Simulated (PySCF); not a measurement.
These are TPSSh-D3(BJ)/def2-TZVP // B3LYP-D3(BJ)/def2-SVP in PySCF 2.14.0 values and carry that method's errors. All species are isolated molecules in the gas phase. One relaxed conformer stands for a flexible species; it need not be the lowest. Excitations are Tamm–Dancoff values on a coarser integration grid. The basis has no diffuse functions, so Rydberg states are missing or too high.

Reference species (SMILES): `Bc1cc(C=C)c2ccsc2c1` (neutral, multiplicity 1).

The brightest of the four lowest singlets (TDA) is 4.69 eV. The S1 excitation (TDA) is 3.41 eV and the LUMO is -2.49 eV.

After one change: the brightest of the four lowest singlets (TDA) decreases by 0.14 eV; the S1 excitation (TDA) is nearly the same; the LUMO rises by 0.09 eV.

Problem. What was changed between the two runs? The new species is one of these.
A) `Bc1cc2cc(C=C)ccc2s1`
B) `Bc1cc(C=C)c2sccc2c1`
C) `Bc1c(C=C)ccc2ccsc12`
D) `Bc1cc2sccc2cc1C=C`

Solution. C, `Bc1c(C=C)ccc2ccsc12`
